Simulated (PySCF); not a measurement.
C5H8O, SMILES C1OCC1=CC.

Geometry: PBE0-D3(BJ)/def2-SVP.

Vertical ionisation energy (IE) and electron affinity (EA) in eV. Rows of orbital energies are one-electron estimates. Where ΔSCF, EOM or ADC give a negative EA the extra electron is unbound and the value depends on the basis.

```tsv
level	IE	EA
−ε(HOMO), −ε(LUMO), B3LYP/def2-TZVP (PySCF)	6.55	0.02
−ε(HOMO), −ε(LUMO), PBE/def2-TZVP (PySCF)	[?]	[?]
```

Problem. What belongs in the gaps? (Estimate from the structure and the level; the computed values follow.)

Solution. 
- −ε(HOMO), −ε(LUMO), PBE/def2-TZVP (PySCF), IE: 5.44
- −ε(HOMO), −ε(LUMO), PBE/def2-TZVP (PySCF), EA: 0.78
